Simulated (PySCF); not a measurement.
**From a computed spectrum to the compound**

A species of 8 atoms with charge 0 has these harmonic modes (PBE0, small Gaussian bases with core potentials, PySCF 2.14.0):

```tsv
cm⁻¹	km/mol	symmetry
16	0.0	a2
56	13.5	e
56	13.5	e
148	654.0	a1
294	176.9	a1
497	18.8	e
497	18.8	e
557	129.1	e
557	129.1	e
1203	164.1	a1
1325	1138.3	e
1325	1138.3	e
1383	59.0	a1
1630	26.6	e
1630	26.6	e
3486	26.7	a1
3607	45.7	e
3607	45.7	e
```

(1) Which species is it, and in which structure?

Answers

(1) PrH3(NH3) (singlet in the valence; each metal's 4f electrons, 2 of them, lie in its core potential, out of spins and levels):
```xyz
8

Pr    0.1615   -0.1615    0.1615
H     1.2030    1.3595    1.2030
H    -1.3595   -1.2030    1.2030
H     1.2030   -1.2030   -1.3595
N    -1.3585    1.3585   -1.3585
H    -1.9707    1.9707   -0.8148
H    -0.8148    1.9707   -1.9707
H    -1.9707    0.8148   -1.9707
```
Ideal gas at 298.15 K and 1 bar: S = 368.3 J/(mol K), Cp = 95.9 J/(mol K), H − H(0 K) = 21.7 kJ/mol (rigid rotor, harmonic modes, spin degeneracy alone, that of the 4f electrons in the core included; the modes under 60 cm⁻¹ make these uncertain). An lcecp potential fixes the number of 4f electrons, so in runs with it no electron can move into or out of that shell.
 Other answers can fit too; this one was computed.
